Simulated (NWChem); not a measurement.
# Basis-set convergence for H2OPb

```xyz
4

Pb     0.1254     0.1695     0.0000
H      1.5523    -1.0546     0.0000
O     -1.3579    -1.3284     0.0000
H     -0.9759    -2.2144     0.0000
```
Charge 0, spin multiplicity 1.

Program: NWChem. The geometry was optimised at PBE0/def2-SVP with def2 effective core potentials on Pb, a minimum by its harmonic frequencies. It is one conformer; others weren't searched.

Quantity: first vertical ionisation energy at the level G0W0@PBE.

Effective core potentials replace the inner electrons of Pb; spin-orbit coupling is left out. GW and range-separated runs recompute their integrals, the others keep them in memory, which bears on the times. The structure started from a generated list of species.

Relative cost: rough, from shared machines, SCF included, def2-SVP = 1.

In def2-QZVP the value is 9.00 eV. Among def2-SVP, def2-SVPD, def2-TZVP, def2-TZVPP, def2-TZVPD, which is the smallest basis within 0.05 eV of it?

No smaller set comes that close. def2-QZVP isn't the basis-set limit itself, and a small set can land close by cancellation.

| basis | functions | first vertical ionisation energy (eV) | relative cost |
|---|---|---|---|
| def2-SVP | 50 | 8.46 | 1 |
| def2-SVPD | 71 | 8.63 | under 3 |
| def2-TZVP | 93 | 8.76 | under 3 |
| def2-TZVPP | 109 | 8.85 | 4 |
| def2-TZVPD | 114 | 8.79 | 4 |
| def2-QZVP | 199 | 9.00 | 30 |
